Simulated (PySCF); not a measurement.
Job file and geometry (Å, from GFN2-xTB) of an NMR shielding run on `N#CC[SiH]1C[SiH2]C1`, C$_{4}$H$_{9}$NSi$_{2}$, PySCF, GIAO PBE0/pcSseg-1 NMR shielding, non-relativistic, gas phase; density fitting, a coarse starting grid and PySCF grid level 2 are the driver's defaults:

```
$ OMP_NUM_THREADS=1 python probes_run.py task.json out

{"job": {"kind": "nmr", "xc": "PBE0", "basis": "pcSseg-1"}, "charge": 0, "multiplicity": 1}
N      3.727591     0.480865    -1.075416
C      2.854290    -0.134776    -0.663958
C      1.749140    -0.864748    -0.139920
Si     0.449271     0.337118     0.604391
C     -0.623103     1.186513    -0.735253
Si    -2.159658     0.126481    -0.272030
C     -1.114425    -0.629110     1.152903
H      1.301474    -1.452695    -0.941625
H      2.111695    -1.549398     0.626971
H      1.099900     1.188647     1.604373
H     -0.271408     1.081005    -1.758291
H     -0.765058     2.250667    -0.569331
H     -3.326716     0.892928     0.162971
H     -2.541313    -0.843303    -1.301224
H     -1.033941    -1.712861     1.152556
H     -1.465339    -0.348390     2.141473
```

Problem. What does the program print?

Solution. 
```
coarse grid: 14240 points
cycle   1  E = -790.8892392323  dE =  6.700e-01  |g| = 6.215e-01  |ddm| = 3.705e+00
cycle   2  E = -790.7248807093  dE =  1.644e-01  |g| = 1.048e+00  |ddm| = 1.479e+00
cycle   3  E = -790.9763409546  dE = -2.515e-01  |g| = 2.255e-01  |ddm| = 9.880e-01
cycle   4  E = -790.9871673842  dE = -1.083e-02  |g| = 4.909e-02  |ddm| = 1.777e-01
cycle   5  E = -790.9876996318  dE = -5.322e-04  |g| = 1.555e-02  |ddm| = 6.356e-02
cycle   6  E = -790.9877645815  dE = -6.495e-05  |g| = 1.686e-03  |ddm| = 1.762e-02
cycle   7  E = -790.9877652655  dE = -6.840e-07  |g| = 6.786e-04  |ddm| = 2.207e-03
final grid: 128024 points
cycle   8  E = -791.0274800925  dE = -2.334e-05  |g| = 6.922e-03  |ddm| = 2.283e-02
cycle   9  E = -791.0274747652  dE =  5.327e-06  |g| = 8.250e-03  |ddm| = 1.382e-02
cycle  10  E = -791.0274923560  dE = -1.759e-05  |g| = 6.926e-04  |ddm| = 7.658e-03
cycle  11  E = -791.0274924677  dE = -1.117e-07  |g| = 2.231e-04  |ddm| = 9.258e-04
cycle  12  E = -791.0274924758  dE = -8.121e-09  |g| = 1.220e-04  |ddm| = 2.194e-04
cycle  13  E = -791.0274924787  dE = -2.850e-09  |g| = 4.030e-05  |ddm| = 1.002e-04
cycle  14  E = -791.0274924790  dE = -3.520e-10  |g| = 7.344e-06  |ddm| = 3.681e-05
converged SCF energy = -791.0274924790

GIAO shielding tensors (ppm)
atom      isotropic    diamagn.    paramagn.     s11        s22        s33       span
  0 N      -28.089     339.752    -367.841   -206.128   -183.091    304.953    511.081
  1 C       65.438     259.140    -193.702    -51.052    -45.297    292.662    343.714
  2 C      183.772     255.080     -71.308    173.333    180.893    197.090     23.757
  3 Si     351.195     881.339    -530.144    326.827    350.898    375.859     49.033
  4 C      186.987     258.560     -71.573    165.621    192.757    202.583     36.961
  5 Si     386.419     880.462    -494.044    360.783    369.388    429.085     68.302
  6 C      187.510     259.042     -71.532    165.671    193.600    203.260     37.588
  7 H       29.956      31.508      -1.552     25.584     29.094     35.192      9.608
  8 H       29.998      28.478       1.520     24.722     28.828     36.443     11.722
  9 H       26.415      30.049      -3.633     23.231     24.781     31.234      8.003
 10 H       30.943      32.652      -1.708     26.675     28.361     37.794     11.119
 11 H       30.764      31.425      -0.661     26.659     27.825     37.808     11.149
 12 H       26.828      29.180      -2.352     23.651     24.524     32.309      8.659
 13 H       26.846      29.493      -2.647     24.121     24.458     31.959      7.837
 14 H       31.360      32.185      -0.825     27.159     28.590     38.330     11.171
 15 H       30.955      30.991      -0.035     26.911     27.881     38.074     11.162
```

Size and cost of the density-fitted run: 178 basis functions, 56 s wall time on 1 thread of an Arm Neoverse N1, shared host; peak memory 0.95 GiB.
